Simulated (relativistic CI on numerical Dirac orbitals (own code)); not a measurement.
**Ho XLIX: computed level list**

Method of calculation: Dirac-Coulomb-Breit CI, orbitals from a KLI potential per configuration, model QED (radiative potential, 1s self-energy scaled to tabulated hydrogen-like ionisation energies), unscaled Slater integrals (own radial code, finite nucleus).

Configurations in the expansion (outside the closed core [Ne]): 3s2.3p6.3d, 3s2.3p5.3d2, 3s.3p6.3d2, 3s2.3p6.4s, 3s2.3p6.4p, 3s2.3p6.4d, 3s2.3p5.3d.4s, 3s2.3p6.4f, 3s2.3p5.3d.4p, 3s2.3p5.3d.4d, 3s.3p6.3d.4s, 3p6.3d2.4p, 3s2.3p5.3d.4f, 3s.3p6.3d.4p, 3s.3p6.3d.4d, 3s2.3p6.5s, 3s.3p6.3d.4f, 3s2.3p6.5p, 3s2.3p6.5d, 3s2.3p6.5f, 3s2.3p6.5g, 3p6.3d3, 3p5.3d4, 3p5.3d3.4s, 3p6.3d2.4s, 3p5.3d2.4s2, 3p6.3d2.4d, 3p5.3d3.4d, 3p5.3d2.4s.4d. Double excitations out of closed p, d and f shells are left out; levels of such configurations are missing from the list, as are those of other unlisted configurations, and high levels can miss mixing partners. These lack a partner that the ground configuration has and come out too high: 3s2.3p5.3d.4p, 3s2.3p5.3d.4f.

The lowest level is 3s2.3p6.3d 2D_3/2, with 100 % of that term; Hund's rules for 3s2.3p6.3d give 2D with J = 3/2, in agreement.

```
No.  Configuration  Term     J  E (cm⁻¹)    %  Next component (%)  Landé g  Lifetime (s)
  1     3s2.3p6.3d    2D   3/2         0  100                        0.789              
  2     3s2.3p6.3d    2D   5/2    389605  100                        1.191      1.58e-06
  3    3s2.3p5.3d2   4D°   3/2   1789016   44              25 4F°    0.968      6.15e-10
  4    3s2.3p5.3d2   4D°   1/2   1792931   85              13 2P°    0.111      2.00e-10
  5    3s2.3p5.3d2   4F°   5/2   1839040   36              22 2D°    1.010      3.25e-10
  6    3s2.3p5.3d2   2G°   7/2   1861765   34              32 4G°    1.010      1.13e-07
  7    3s2.3p5.3d2   2P°   3/2   2013301   27              27 4P°    1.342      5.19e-09
  8    3s2.3p5.3d2   4D°   5/2   2139583   50              21 2F°    1.261      5.92e-08
  9    3s2.3p5.3d2   4G°   9/2   2174273   71              18 2G°    1.169      1.62e-06
 10    3s2.3p5.3d2   4F°   7/2   2191922   44              36 4D°    1.256      1.64e-10
 11    3s2.3p5.3d2   4D°   3/2   2220722   44              35 2D°    1.074      6.93e-11
 12    3s2.3p5.3d2   4P°   5/2   2236072   43              30 2F°    1.233      2.85e-10
 13    3s2.3p5.3d2   2H°  11/2   2250311   61              39 4G°    1.152      2.52e-04
 14    3s2.3p5.3d2   2G°   7/2   2262470   42              32 2F°    1.084      1.83e-09
 15    3s2.3p5.3d2   4P°   1/2   2308702   33              30 2S°    1.635      1.74e-08
 16    3s2.3p5.3d2   2F°   7/2   2338931   40              29 4D°    1.153      9.52e-09
 17    3s2.3p5.3d2   4D°   5/2   2354112   46              39 2D°    1.239      2.12e-10
 18    3s2.3p5.3d2   2G°   9/2   2375219   57              25 4F°    1.122      1.49e-05
 19    3s2.3p5.3d2   4S°   3/2   2376183   32              31 2D°    1.402      1.81e-09
 20    3s2.3p5.3d2   2D°   3/2   2501790   40              29 4F°    0.859      1.91e-12
 21    3s2.3p5.3d2   2F°   5/2   2564562   75              11 2D°    0.867      1.25e-12
 22    3s2.3p5.3d2   4G°  11/2   2572386   61              39 2H°    1.193      9.90e-07
 23    3s2.3p5.3d2   2P°   1/2   2614396   72              19 4D°    0.692      1.25e-12
 24    3s2.3p5.3d2   2D°   5/2   2621898   47              25 2F°    1.192      4.73e-11
 25    3s2.3p5.3d2   2G°   9/2   2651245   47              40 4F°    1.166      7.54e-07
 26    3s2.3p5.3d2   2F°   7/2   2666930   51              38 4D°    1.225      1.41e-11
 27    3s2.3p5.3d2   2P°   1/2   2724137   55              30 2S°    1.129      1.22e-11
 28    3s2.3p5.3d2   2F°   7/2   2838329   39              30 2G°    1.139      3.69e-12
 29    3s2.3p5.3d2   2P°   3/2   2892781   54              27 2D°    1.265      3.31e-11
 30    3s2.3p5.3d2   2D°   5/2   2953498   48              19 4D°    1.166      1.18e-12
```

Energies count from the lowest computed level; ° marks odd parity; lifetimes are radiative, by E1, M1, E2, M2, E3 decay to levels of this space only.

The mean weight of the leading LS term, summed over parents, in these 30 levels is 53 %, and that of the leading jj configuration (from the same eigenvectors) 95 %, so jj coupling describes them better and the LS labels are nominal.

At this charge energies of transitions that change n are usually good to better than 1 %, and those within a shell (Δn = 0) to a few per cent.

LS names give the leading component of a level, which can be under half, so a name can repeat, a term be missing and a line seem to break the LS rules.
